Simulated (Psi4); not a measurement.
toluene (C$_{7}$H$_{8}$), singlet, at a GFN2-xTB geometry; PBE/STO-3G (Psi4).

Here is a job for Psi4.
```
memory 2 GB

molecule mol {
0 1
C    -2.400861   -0.093333    0.002877
C    -0.903103   -0.032131    0.012584
C    -0.149055   -1.188040    0.173211
C     1.233345   -1.138534    0.161799
C     1.883899    0.071158   -0.011041
C     1.142750    1.228930   -0.172474
C    -0.239818    1.175935   -0.160642
H    -2.831019    0.854668    0.317638
H    -2.761195   -0.881127    0.660799
H    -2.757855   -0.308135   -1.005167
H    -0.651361   -2.135614    0.309675
H     1.804901   -2.046489    0.290024
H     2.963253    0.111465   -0.018222
H     1.643108    2.177214   -0.306473
H    -0.812778    2.084109   -0.286158
}

set {
  basis sto-3g
  reference rks
}

energy('pbe')
print_variables()
```

It wrote (shortened):

```
   => Loading Basis Set <=

    Name: STO-3G
    Role: ORBITAL
    Keyword: BASIS

         ---------------------------------------------------------
                                   SCF
               by Justin Turney, Rob Parrish, Andy Simmonett
                          and Daniel G. A. Smith
                              RKS Reference
         ---------------------------------------------------------

  ==> Geometry <==

    Molecular point group: c1
    Full point group: C1

    Geometry (in Angstrom), charge = 0, multiplicity = 1:

       Center              X                  Y                   Z               Mass
    ------------   -----------------  -----------------  -----------------  -----------------
         C           -2.437535065564    -0.094883954536     0.002468717414    12.000000000000
         C           -0.939777065564    -0.033681954536     0.012175717414    12.000000000000
         C           -0.185729065564    -1.189590954536     0.172802717414    12.000000000000
         C            1.196670934436    -1.140084954536     0.161390717414    12.000000000000
         C            1.847224934436     0.069607045464    -0.011449282586    12.000000000000
         C            1.106075934436     1.227379045464    -0.172882282586    12.000000000000
         C           -0.276492065564     1.174384045464    -0.161050282586    12.000000000000
         H           -2.867693065564     0.853117045464     0.317229717414     1.007825032230
         H           -2.797869065564    -0.882677954536     0.660390717414     1.007825032230
         H           -2.794529065564    -0.309685954536    -1.005575282586     1.007825032230
         H           -0.688035065564    -2.137164954536     0.309266717414     1.007825032230
         H            1.768226934436    -2.048039954536     0.289615717414     1.007825032230
         H            2.926578934436     0.109914045464    -0.018630282586     1.007825032230
         H            1.606433934436     2.175663045464    -0.306881282586     1.007825032230
         H           -0.849452065564     2.082558045464    -0.286566282586     1.007825032230

  Running in c1 symmetry.

  Rotational constants: A =      0.18713  B =      0.08540  C =      0.05928 [cm^-1]
  Rotational constants: A =   5609.87186  B =   2560.16127  C =   1777.23437 [MHz]
  Nuclear repulsion =  270.958028708638551

  Charge       = 0
  Multiplicity = 1
  Electrons    = 50
  Nalpha       = 25
  Nbeta        = 25

  ==> Algorithm <==

[...]
   @DF-RKS iter   3:  -267.90677920736044   -3.36342e-03   4.88893e-04 DIIS/ADIIS
   @DF-RKS iter   4:  -267.90705791280163   -2.78705e-04   1.61253e-04 DIIS/ADIIS
   @DF-RKS iter   5:  -267.90708631902709   -2.84062e-05   6.54965e-05 DIIS
   @DF-RKS iter   6:  -267.90709164208323   -5.32306e-06   9.37279e-06 DIIS
   @DF-RKS iter   7:  -267.90709174511039   -1.03027e-07   1.75743e-06 DIIS
   @DF-RKS iter   8:  -267.90709174842510   -3.31471e-09   4.91925e-07 DIIS
  Energy and wave function converged.

  ==> Post-Iterations <==

   Electrons on quadrature grid:
      Ntotal   =   49.9999928643 ; deviation = -7.136e-06

    Orbital Energies [Eh]
    ---------------------

    Doubly Occupied:

[...]
      25A     -0.155162

    Virtual:

[...]
    Final Occupation by Irrep:
              A
    DOCC [    25 ]
    NA   [    25 ]
    NB   [    25 ]

  @DF-RKS Final Energy:  -267.90709174842510

   => Energetics <=

    Nuclear Repulsion Energy =            270.9580287086385511
    One-Electron Energy =                -898.5493606415166141
    Two-Electron Energy =                 400.3325539315809465
    DFT Exchange-Correlation Energy =     -40.6483137471279221
    Empirical Dispersion Energy =           0.0000000000000000
    VV10 Nonlocal Energy =                  0.0000000000000000
    Total Energy =                       -267.9070917484251027

Computation Completed

Properties will be evaluated at   0.000000,   0.000000,   0.000000 [a0]

Properties computed using the SCF density matrix

 Multipole Moments:

 ------------------------------------------------------------------------------------
     Multipole            Electronic (a.u.)      Nuclear  (a.u.)        Total (a.u.)
 ------------------------------------------------------------------------------------

 L = 1.  Multiply by 2.5417464519 to convert [e a0] to [Debye]
 Dipole X            :          3.3168452           -3.4652046           -0.1483594
 Dipole Y            :          0.1358813           -0.1465421           -0.0106607
 Dipole Z            :          0.0225201           -0.0385771           -0.0160570
 Magnitude           :                                                    0.1496061

 ------------------------------------------------------------------------------------

  Variable Map:
  ----------------------------------------------------------------------------
[...]
  Array Variable Map:
  ----------------------------------------------------------------------------
[...]
[...]
```
